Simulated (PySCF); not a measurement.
Vertical excitations of a molecule C2H9FOSi2 from TDA-PBE/def2-SVPD in PySCF, as energy in eV (oscillator strength): 6.45 (0.019), 6.94 (0.004), 7.10 (0.001), 7.30 (0.008), 7.51 (0.047), 7.60 (0.015). Lowest triplet (TDA): 6.25 eV. Geometry optimised at ωB97X-D3(BJ)/def2-SVP. One conformer was computed; it need not be the lowest.

Q: Which molecule gave these data?
(A) C[SiH2][Si@H](F)CO
(B) C[Si](C)(F)O[SiH3]
(C) OC[Si@H](F)C[SiH3]
(D) CC[Si@@H](F)[SiH2]O

A: B, C[Si](C)(F)O[SiH3]
